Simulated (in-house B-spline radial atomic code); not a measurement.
# Binding energies in Eu

NIST's tabulated ground configuration is [Xe] 4f7 6s2; each binding energy is the energy of the ion with one electron taken from that subshell, relaxed, less that of the parent. All numbers are computed (Dirac-Kohn-Sham LDA VWN5, spherical fractional occupations; Fermi nucleus of rms radius 5.1115 fm) with a radial B-spline atomic code at the basis-set limit, not measured. Energies include first-order Breit, QED and recoil terms.

```csv
subshell,X-ray name,binding energy (eV),-ε (eV),relaxation (eV)
1s,K,48532.1,48267.1,-446.1
2s,L1,7979.4,7923.6,-78.8
2p1/2,L2,7599.4,7520.9,-100.5
2p3/2,L3,6949.3,6873.7,-90.4
3s,M1,1760.8,1743.1,-22.0
3p1/2,M2,1588.2,1568.6,-23.5
3p3/2,M3,1456.1,1436.7,-21.8
3d3/2,M4,1158.1,1133.4,-26.1
3d5/2,M5,1129.4,1104.6,-25.5
4s,N1,353.6,345.5,-9.0
4p1/2,N2,286.2,278.1,-8.8
4p3/2,N3,257,248.8,-8.6
4d3/2,N4,145.7,137.6,-8.3
4d5/2,N5,140.5,132.4,-8.2
5s,O1,50.21,44.72,-5.62
5p1/2,O2,31.74,26.59,-5.23
5p3/2,O3,27.74,22.74,-5.03
4f,"N6,7",9.83,2.92,-6.80
6s,P1,6.21,3.76,-2.46
```

Relaxation = -ε minus the binding energy without Breit, QED and recoil terms. With a density functional, K lines can miss by some tenths of a per cent, more in light atoms. For a density functional the relaxation so defined is negative, because -ε of a Kohn-Sham level is smaller than the binding energy.

Emission lines follow as differences of binding energies, with λ = 12398.42 eV·Å / E:

```
 line          holes  energy (eV)  wavelength (Å)
 K-L3     1s → 2p3/2      41582.8         0.29816
 K-L2     1s → 2p1/2      40932.7          0.3029
 K-M3     1s → 3p3/2      47076.0         0.26337
L3-M5  2p3/2 → 3d5/2       5819.9          2.1303
L2-M4  2p1/2 → 3d3/2       6441.3          1.9248
L1-M3     2s → 3p3/2       6523.3          1.9006
L3-M1     2p3/2 → 3s       5188.5          2.3896
L2-N4  2p1/2 → 4d3/2       7453.7          1.6634
```

Problem. What screening constant σ does Moseley's law, E = (3/4)·13.6057 eV·(Z - σ)², need for K-L3?

Solution. σ = -0.84.

Moseley's non-relativistic formula needs a falling, then negative, screening constant for heavy elements, because relativity binds the 1s electron more strongly than the formula allows.

Problem. What does it cost to remove both a 2p1/2 and a 4p1/2 electron?

Solution. 7912.3 eV, which is 26.72 eV more than the two single binding energies together.

Problem. What does it cost to remove both a 3p1/2 and a 3d5/2 electron?

Solution. 2769 eV, which is 51.46 eV more than the two single binding energies together.

Problem. What does it cost to remove both a 2p3/2 and a 3p3/2 electron?

Solution. 8472.4 eV, which is 67.01 eV more than the two single binding energies together.
